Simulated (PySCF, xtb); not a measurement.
Be(Et) (C2H5Be), SMILES [Be+][CH2]C, charge +1.

Harmonic wavenumbers (cm⁻¹) from GFN2-xTB in xtb at its own minimum, in rising order: 156, 205, 364, 695, 858, 943, 1014, 1102, 1124, 1264, 1398, 1442, 1458, 2666, 2702, 3028, 3090, 3092.

Q: What does B3LYP-D3(BJ)/def2-TZVP run with PySCF give at its own minimum? (An estimate is asked for; the answer gives what the named calculation found.)

A: 222, 284, 612, 757, 932, 941, 975, 1153, 1232, 1402, 1416, 1477, 1495, 3004, 3037, 3049, 3107, 3138. Paired by order, the mean absolute difference is 95 cm⁻¹ and the zero-point energies are 38.0 and 40.4 kcal/mol.
